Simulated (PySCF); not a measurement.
SMILES O=C1CCC[N]1 (C4H6NO), doublet, PBE0/def2-SVP optimised geometry.

```
12

O     -2.24     0.48     0.03
C     -1.07     0.17     0.00
C      0.12     1.13    -0.01
C      1.28     0.24    -0.43
C      0.78    -1.15     0.00
N     -0.64    -1.15     0.00
H      0.24     1.52     1.01
H     -0.08     1.99    -0.67
H      1.41     0.26    -1.53
H      2.24     0.51     0.02
H      1.10    -1.39     1.04
H      1.17    -1.99    -0.61
```

Density from PySCF with unrestricted PBE0/def2-TZVP at that geometry.

Minimum of the electron density along straight lines between bonded atoms, close to the bond critical point (lines longer than 1.1 times the sum of covalent radii, or with two minima, are not listed):

```json
[
 {"bond": "O1–C2", "length / Å": "1.213", "ρ at the minimum / e bohr⁻³": "0.419", "∇²ρ there / e bohr⁻⁵": "[?]", "position (fraction from the first atom)": "0.67"},
 {"bond": "C2–C3", "length / Å": "1.525", "ρ at the minimum / e bohr⁻³": "0.254", "∇²ρ there / e bohr⁻⁵": "-0.64", "position (fraction from the first atom)": "0.52"},
 {"bond": "C3–C4", "length / Å": "1.523", "ρ at the minimum / e bohr⁻³": "0.248", "∇²ρ there / e bohr⁻⁵": "-0.61", "position (fraction from the first atom)": "0.50"},
 {"bond": "C4–C5", "length / Å": "1.540", "ρ at the minimum / e bohr⁻³": "0.242", "∇²ρ there / e bohr⁻⁵": "-0.58", "position (fraction from the first atom)": "0.49"},
 {"bond": "C2–N6", "length / Å": "1.394", "ρ at the minimum / e bohr⁻³": "[?]", "∇²ρ there / e bohr⁻⁵": "-1.01", "position (fraction from the first atom)": "0.40"},
 {"bond": "C5–N6", "length / Å": "1.427", "ρ at the minimum / e bohr⁻³": "0.292", "∇²ρ there / e bohr⁻⁵": "[?]", "position (fraction from the first atom)": "0.40"},
 {"bond": "C3–H7", "length / Å": "1.104", "ρ at the minimum / e bohr⁻³": "0.269", "∇²ρ there / e bohr⁻⁵": "-0.90", "position (fraction from the first atom)": "0.64"},
 {"bond": "C3–H8", "length / Å": "1.098", "ρ at the minimum / e bohr⁻³": "0.274", "∇²ρ there / e bohr⁻⁵": "-0.94", "position (fraction from the first atom)": "0.65"},
 {"bond": "C4–H9", "length / Å": "1.102", "ρ at the minimum / e bohr⁻³": "0.274", "∇²ρ there / e bohr⁻⁵": "-0.93", "position (fraction from the first atom)": "0.64"},
 {"bond": "C4–H10", "length / Å": "1.099", "ρ at the minimum / e bohr⁻³": "0.275", "∇²ρ there / e bohr⁻⁵": "-0.94", "position (fraction from the first atom)": "0.64"},
 {"bond": "C5–H11", "length / Å": "1.113", "ρ at the minimum / e bohr⁻³": "0.264", "∇²ρ there / e bohr⁻⁵": "-0.88", "position (fraction from the first atom)": "0.64"},
 {"bond": "C5–H12", "length / Å": "1.103", "ρ at the minimum / e bohr⁻³": "0.274", "∇²ρ there / e bohr⁻⁵": "-0.94", "position (fraction from the first atom)": "0.65"}
]
```

### Question
Complete the blanks.

### Answer

- O1–C2, ∇²ρ there / e bohr⁻⁵: -0.09
- C2–N6, ρ at the minimum / e bohr⁻³: 0.320
- C5–N6, ∇²ρ there / e bohr⁻⁵: -0.82
